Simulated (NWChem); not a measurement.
System: CH₃ClSi, singlet; SMILES Cl[Si]C

NWChem input:

```
start job
memory heap 200 mb stack 900 mb global 1100 mb
geometry units angstroms noautoz
  Si     0.784008    -0.532256     0.003084
  Cl    -0.214571     1.323707    -0.002628
  C     -0.743054    -1.659774     0.003517
  H     -0.462276    -2.724634     0.012711
  H     -1.366595    -1.462332    -0.886434
  H     -1.376870    -1.448659     0.883065
end
basis spherical
  Si library def2-tzvp
  Cl library def2-tzvp
  C library def2-tzvp
  H library def2-tzvp
end
dft
  xc mn15
  iterations 150
  mulliken
end
task dft energy
```

Excerpt of the output:

```
             Northwest Computational Chemistry Package (NWChem) 7.3.0
             --------------------------------------------------------

 C1  symmetry detected

                             Geometry "geometry" -> ""
                             -------------------------

 Output coordinates in angstroms (scale by  1.889725989 to convert to a.u.)

  No.       Tag          Charge          X              Y              Z
 ---- ---------------- ---------- -------------- -------------- --------------
    1 Si                  14.0000     0.78187857    -0.53441811     0.00002205
    2 Cl                  17.0000    -0.17941914     1.34113461     0.00000894
    3 C                    6.0000    -0.76740830    -1.63119775     0.00009244
    4 H                    1.0000    -0.50795351    -2.70147367     0.00644107
    5 H                    1.0000    -1.38813037    -1.41927460    -0.88849757
    6 H                    1.0000    -1.39564107    -1.40950000     0.88104115

 Effective nuclear repulsion energy (a.u.)     127.3122837429

                                 NWChem DFT Module
                                 -----------------

 Summary of "ao basis" -> "ao basis" (spherical)
 ------------------------------------------------------------------------------
       Tag                 Description            Shells   Functions and Types
 ---------------- ------------------------------  ------  ---------------------
 Si                        def2-tzvp                13       37   5s5p2d1f
 Cl                        def2-tzvp                13       37   5s5p2d1f
 C                         def2-tzvp                11       31   5s3p2d1f
 H                         def2-tzvp                 4        6   3s1p

            General Information
            -------------------
          SCF calculation type: DFT
          Wavefunction type:  closed shell.
          No. of atoms     :     6
          No. of electrons :    40
           Alpha electrons :    20
            Beta electrons :    20
          Charge           :     0
          Spin multiplicity:     1
          Use of symmetry is: off; symmetry adaption is: off
          Maximum number of iterations: 150
          AO basis - number of functions:   123
                     number of shells:    49
          Convergence on energy requested:  1.00D-06
          Convergence on density requested:  1.00D-05
          Convergence on gradient requested:  5.00D-04

              XC Information
              --------------
                         MN15 Method XC Functional
                     Hartree-Fock (Exact) Exchange  0.440
                          MN15 Exchange Functional  1.000
                        MN15 Correlation Potential  1.000

             Grid Information
             ----------------
          Grid used for XC integration:  medium
          Radial quadrature: Mura-Knowles
          Angular quadrature: Lebedev.
          Tag              B.-S. Rad. Rad. Pts. Rad. Cut. Ang. Pts.
          ---              ---------- --------- --------- ---------
          Si                  1.10       88           9.0       590
          Cl                  1.00       88          11.0       590
          C                   0.70       49          10.0       434
          H                   0.35       45          11.0       434
          Grid pruning is: on
          Number of quadrature shells:   360
          Spatial weights used:  Erf1

      Superposition of Atomic Density Guess
      -------------------------------------

 Sum of atomic energies:        -787.48385490

      Non-variational initial energy
      ------------------------------

 Total energy =    -788.372958
 1-e energy   =   -1340.684417
 2-e energy   =     424.999175
 HOMO         =      -0.231068
 LUMO         =      -0.055564

     ---------------------------------------------
      Total Density - Mulliken Population Analysis
     ---------------------------------------------

    Atom       Charge   Shell Charges
 -----------   ------   -------------------------------------------------------
    1 Si  14    13.30   2.00  0.59  1.38  1.07  0.84  4.09  1.74  0.38  0.73  0.29  0.06  0.09  0.03
    2 Cl  17    17.45   2.01  0.45  1.52  1.11  0.84  4.19  1.69  1.12  2.98  1.53  0.00  0.02  0.00
    3 C    6     6.79   0.86  1.12  0.57  0.70  0.09  1.31  1.59  0.53  0.01  0.01  0.00
    4 H    1     0.83   0.24  0.43  0.13  0.02
    5 H    1     0.82   0.23  0.42  0.14  0.02
    6 H    1     0.82   0.23  0.42  0.14  0.02

   convergence    iter        energy       DeltaE   RMS-Dens  Diis-err
 ---------------- ----- ----------------- --------- --------- ---------
 d= 0,ls=0.0,diis     1   -789.2953614400 -9.17D+02  6.18D-03  6.44D+00
 d= 0,ls=0.0,diis     2   -789.3697221082 -7.44D-02  3.98D-03  1.32D-01
 d= 0,ls=0.0,diis     3   -789.3701058742 -3.84D-04  1.82D-03  1.48D-01
 d= 0,ls=0.0,diis     4   -789.3877961850 -1.77D-02  1.70D-04  3.32D-04
 d= 0,ls=0.0,diis     5   -789.3878340396 -3.79D-05  4.52D-05  1.94D-05
  Resetting Diis
 d= 0,ls=0.0,diis     6   -789.3878364746 -2.43D-06  1.34D-05  2.65D-06
 d= 0,ls=0.0,diis     7   -789.3878368454 -3.71D-07  5.74D-06  1.50D-07

         Total DFT energy =     -789.387836845403
      One electron energy =    -1343.507624547635
           Coulomb energy =      482.256367753299
    Exchange-Corr. energy =      -55.448863794006
 Nuclear repulsion energy =      127.312283742939

 Numeric. integr. density =       40.000001086867

                       DFT Final Molecular Orbital Analysis
                       ------------------------------------

 Vector   18  Occ=2.000000D+00  E=-3.769337D-01
              MO Center= -1.5D-01,  1.1D+00, -2.4D-05, r^2= 1.7D+00
   Bfn.  Coefficient  Atom+Function         Bfn.  Coefficient  Atom+Function
  ----- ------------  ---------------      ----- ------------  ---------------
    54      0.500272  2 Cl pz                57      0.322056  2 Cl pz
    51      0.254710  2 Cl pz                45     -0.202734  2 Cl pz
    17      0.098984  1 Si pz                48     -0.090584  2 Cl pz
    82     -0.070230  3 C  pz                20      0.059416  1 Si pz
    85     -0.052003  3 C  pz                88     -0.047408  3 C  pz

 Vector   19  Occ=2.000000D+00  E=-3.659109D-01
              MO Center= -6.5D-02,  7.2D-01,  3.7D-04, r^2= 2.8D+00
   Bfn.  Coefficient  Atom+Function         Bfn.  Coefficient  Atom+Function
  ----- ------------  ---------------      ----- ------------  ---------------
    53      0.384908  2 Cl py                52      0.280709  2 Cl px
    56      0.250370  2 Cl py                50      0.194046  2 Cl py
    55      0.185361  2 Cl px                 4      0.163412  1 Si s
     5      0.154960  1 Si s                 44     -0.154979  2 Cl py
    49      0.146038  2 Cl px                81      0.125107  3 C  py

 Vector   20  Occ=2.000000D+00  E=-2.687203D-01
              MO Center=  7.6D-01, -5.1D-01, -1.6D-05, r^2= 3.1D+00
   Bfn.  Coefficient  Atom+Function         Bfn.  Coefficient  Atom+Function
  ----- ------------  ---------------      ----- ------------  ---------------
     5      0.501368  1 Si s                  4      0.341318  1 Si s
    15      0.291343  1 Si px                52     -0.217674  2 Cl px
     3     -0.211192  1 Si s                 55     -0.193192  2 Cl px
    18      0.186830  1 Si px                79     -0.173095  3 C  s
    80     -0.171039  3 C  px                83     -0.157923  3 C  px

 Vector   21  Occ=0.000000D+00  E=-7.699323D-02
              MO Center=  6.8D-01, -4.7D-01,  1.6D-04, r^2= 3.1D+00
   Bfn.  Coefficient  Atom+Function         Bfn.  Coefficient  Atom+Function
  ----- ------------  ---------------      ----- ------------  ---------------
    20      0.532170  1 Si pz                17      0.491167  1 Si pz
    57     -0.211926  2 Cl pz               114      0.173312  5 H  s
   120     -0.172830  6 H  s                  8     -0.164957  1 Si pz
    14      0.165328  1 Si pz                54     -0.155765  2 Cl pz
    51     -0.092592  2 Cl pz                11     -0.076839  1 Si pz

 Vector   22  Occ=0.000000D+00  E= 3.124629D-02
              MO Center=  8.7D-01, -5.7D-01, -2.1D-04, r^2= 4.4D+00
   Bfn.  Coefficient  Atom+Function         Bfn.  Coefficient  Atom+Function
  ----- ------------  ---------------      ----- ------------  ---------------
    19      0.984775  1 Si py                79      0.944736  3 C  s
    42     -0.489995  2 Cl s                 16      0.403432  1 Si py
    56      0.247661  2 Cl py               120     -0.247837  6 H  s
   114     -0.241576  5 H  s                 55     -0.230462  2 Cl px
   108     -0.216687  4 H  s                  4      0.214886  1 Si s

 Vector   23  Occ=0.000000D+00  E= 6.607362D-02
              MO Center=  2.3D-02, -8.3D-01, -3.5D-03, r^2= 6.7D+00
   Bfn.  Coefficient  Atom+Function         Bfn.  Coefficient  Atom+Function
  ----- ------------  ---------------      ----- ------------  ---------------
    79      3.432938  3 C  s                  5     -1.841492  1 Si s
    18      1.318928  1 Si px               114     -1.025444  5 H  s
   120     -1.014054  6 H  s                 87      0.611920  3 C  py
   108     -0.568490  4 H  s                 42      0.403928  2 Cl s
    15      0.385936  1 Si px                56     -0.290768  2 Cl py

     ---------------------------------------------
      Total Density - Mulliken Population Analysis
     ---------------------------------------------

    Atom       Charge   Shell Charges
 -----------   ------   -------------------------------------------------------
    1 Si  14    13.66   2.01  0.52  1.44  1.10  0.78  4.16  1.61  0.56  0.89  0.31  0.09  0.15  0.04
    2 Cl  17    17.24   2.02  0.38  1.57  1.12  0.81  4.24  1.60  1.23  2.77  1.49  0.01  0.02  0.00
    3 C    6     6.52   0.85  1.12  0.52  0.61  0.18  1.35  1.34  0.54  0.01  0.00  0.00
    4 H    1     0.87   0.28  0.46  0.11  0.02
    5 H    1     0.85   0.27  0.45  0.11  0.02
    6 H    1     0.85   0.27  0.45  0.11  0.02

     -------------------------------------------
      Total Density - Lowdin Population Analysis
     -------------------------------------------

    Atom       Charge   Shell Charges
 -----------   ------   -------------------------------------------------------
    1 Si  14    13.98   2.00  0.82  1.13  0.76  0.62  3.86  1.84  0.62  1.00  0.60  0.10  0.48  0.15
    2 Cl  17    16.85   1.98  0.81  1.16  0.90  0.78  3.96  1.87  1.31  2.46  1.57  0.01  0.05  0.00
    3 C    6     6.55   0.91  1.04  0.38  0.38  0.22  1.17  1.48  0.82  0.01  0.13  0.01
    4 H    1     0.88   0.25  0.39  0.18  0.06
    5 H    1     0.87   0.25  0.38  0.18  0.06
    6 H    1     0.87   0.25  0.38  0.18  0.06

     Multipole analysis of the density
     ---------------------------------

     L   x y z        total         alpha         beta         nuclear
     -   - - -        -----         -----         ----         -------
     0   0 0 0      0.000000    -20.000000    -20.000000     40.000000

     1   1 0 0     -0.154081     -0.077040     -0.077040      0.000000
     1   0 1 0     -0.695859     -0.347929     -0.347929     -0.000000
     1   0 0 1     -0.000240     -0.000120     -0.000120      0.000000

     2   2 0 0    -26.196008    -43.045231    -43.045231     59.894455
     2   1 1 0      0.251759     -5.016017     -5.016017     10.283793
     2   1 0 1      0.001486      0.000297      0.000297      0.000893
     2   0 2 0    -24.878330   -122.855010   -122.855010    220.831689
     2   0 1 1      0.001887     -0.000714     -0.000714      0.003315
     2   0 0 2    -23.039385    -14.315306    -14.315306      5.591226
```

Level: MN15/def2-TZVP. Low-valent species are run as closed-shell singlets; no triplet was tried in these runs. All runs use the structure optimised with PBE0/def2-SVP.
